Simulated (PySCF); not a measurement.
Computed shifts of a molecule C3H8BFO, PBE/pcSseg-1 (PySCF), GIAO, gas phase, equivalent atoms averaged, in ppm (number of nuclei): ¹³C: 84.7 (1), 58.7 (1), -2.0 (1). ¹⁹F: -318.2 (1). ¹H: 4.73 (2), 4.19 (3), 0.85 (3). References: ¹³C against TMS (σ = 182.0 ppm); ¹⁷O against H2O (σ = 334.3 ppm); ¹¹B against BF3 (σ = 83.9 ppm); ¹⁹F against CFCl3 (σ = 133.6 ppm); ¹H against TMS (σ = 31.49 ppm), references at their B3LYP-D3(BJ)/def2-TZVP geometries, non-relativistic. Geometry: PBE0-D3(BJ)/def2-SVP. A frequency run showed that this geometry is not a minimum. One conformer was computed; it need not be the lowest.

Q: Which structure fits?
A. COB(C)CF
B. CC(C)OBF
C. CCOB(C)F
D. CCB(O)CF

A: A, COB(C)CF
